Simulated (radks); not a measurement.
Q: All-electron atom: neutral mercury in [Hg] (the NIST ground configuration). Method: Dirac Kohn-Sham, PBE, spin-unpolarised, spherical densities, finite nucleus; Fermi nuclear charge, rms radius 5.4648 fm; computed with a radial shooting solver on a logarithmic mesh with Libxc functionals. Some entries of the table are withheld. Estimate them.

orbital,occ.,eigenvalue (hartree),<r> (bohr)
1s1/2,2,(1),0.01659
2s1/2,2,-540.1587,0.06926
2p1/2,2,(2),(3)
2p3/2,4,(4),(5)
3s1/2,2,-128.1682,0.1801
3p1/2,2,-118.3373,0.1704
3p3/2,4,-102.4843,0.1863
3d3/2,4,-86.14753,0.1621
3d5/2,6,-82.75045,0.1670
4s1/2,2,-28.17722,(6)
4p1/2,2,-23.95473,0.4011
4p3/2,4,-20.12707,0.4353
4d3/2,4,-13.21161,0.4425
4d5/2,6,-12.49791,0.4536
5s1/2,2,-4.32895,0.9026
4f5/2,6,-3.60001,0.4792
4f7/2,8,-3.44593,0.4860
5p1/2,2,-2.93545,(7)
5p3/2,4,-2.26435,(8)
5d3/2,4,-0.40427,1.459
5d5/2,6,-0.33683,1.530
6s1/2,2,-0.25076,2.699

A: 
(1) 1s1/2 eigenvalue (hartree): -3050.048
(2) 2p1/2 eigenvalue (hartree): -518.4191
(3) 2p1/2 <r> (bohr): 0.05692
(4) 2p3/2 eigenvalue (hartree): -446.8474
(5) 2p3/2 <r> (bohr): 0.06560
(6) 4s1/2 <r> (bohr): 0.3992
(7) 5p1/2 <r> (bohr): 0.9722
(8) 5p3/2 <r> (bohr): 1.069
